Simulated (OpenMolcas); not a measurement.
**S³⁺: effect of the IPEA shift**

```
Program             : OpenMolcas
Basis               : ANO-RCC-VTZP [5s4p2d1f]
Scalar Hamiltonian  : DKH2, point nucleus
Active space        : 3 electrons in 9 orbitals (RAS2 3s 3p; RAS3 3d, at most 2 electrons)
State averaging     : 2S+1 = 4 odd, 1 root; 2S+1 = 2 odd, 11 roots; 2S+1 = 4 even, 3 roots; 2S+1 = 2 even, 9 roots
Spin-orbit coupling : state interaction with AMFI integrals over the reference wave functions, term energies averaged over their components
```

Methods on the same reference wave functions:
A. RASSCF
B. MS-RASPT2, IPEA 0 Eh, imaginary shift 0.1 Eh (closed shells correlated: 2s 2p)
C. MS-RASPT2, IPEA 0.25 Eh, imaginary shift 0.1 Eh (closed shells correlated: 2s 2p)

Energies in cm⁻¹ above 3s² 3p ²P°_1/2, the measured ground level; measured values from NIST levels in Podobedova, Kelleher and Wiese, J. Phys. Chem. Ref. Data 38, 171 (2009).

| Level | A | B | C | Measured |
| --- | --- | --- | --- | --- |
| 3s² 3p ²P°_1/2 | 0.0 | 0.0 | 0.0 | 0.0 |
| 3s² 3p ²P°_3/2 | 839 | 841 | 841 | 951 |
| 3s 3p² ⁴P_1/2 | 68167 | 69894 | 69891 | 71184 |
| 3s 3p² ⁴P_3/2 | 68470 | 70197 | 70194 | 71529 |
| 3s 3p² ⁴P_5/2 | 68960 | 70687 | 70684 | 72074 |
| 3s 3p² ²D_3/2 | 94675 | 94255 | 94320 | 94103 |
| 3s 3p² ²D_5/2 | 94698 | 94279 | 94344 | 94150 |
| 3s 3p² ²S_1/2 | 126638 | 124480 | 124659 | 123509 |
| 3s 3p² ²P_1/2 | 137052 | 135646 | 135735 | 133620 |
| 3s 3p² ²P_3/2 | 137594 | 136190 | 136279 | 134245 |

Deviations, from unrounded energies. A percentage is the sum of absolute deviations over the sum of measured energies, with the sign that they share, or ± where signs differ.

```json
{"Against measurement": "mean absolute deviation (cm-1)", "Levels": "9", "A": "2300", "B": "1000", "C": "1100"}
{"Against measurement": "fine structure of the ground term (%)", "Levels": "1", "A": "-11.8", "B": "-11.6", "C": "-11.6"}
{"Against measurement": "other configurations (%)", "Levels": "8", "A": "±2.5", "B": "±1.2", "C": "±1.2"}
```

B, C lie about equally close to measurement and A furthest from it. The largest miss of B in the table is 3s 3p² ²P_1/2, by +2000 cm-1. The ranking rests on the paired levels alone, and a cruder setting can come out closer through cancelling errors.

Between B and C the level of the table that moves most is 3s 3p² ²S_1/2, by 180 cm-1 (lowest in B, highest in C).

The lowest spin-free term lies below A's lowest term by 0.027 hartree in B, 0.027 hartree in C.

Active for correlation alone: 3d; no level in the range computed is led by a configuration that fills it, so any true level of that kind is missing. Some terms mix strongly with configurations of 3d, whose occupation reaches 0.17 (3s 3p² ²D). Measured partners are found by configuration, term and J. A level has none where our copy of the source lacks it or the pairing is in doubt (some pairs that miss far off the trend of their configuration count as doubtful), and it then counts in no deviation. Only configurations of the active space appear. Levels that lie high or do not pair safely by name in every column are left out.

° marks odd parity.
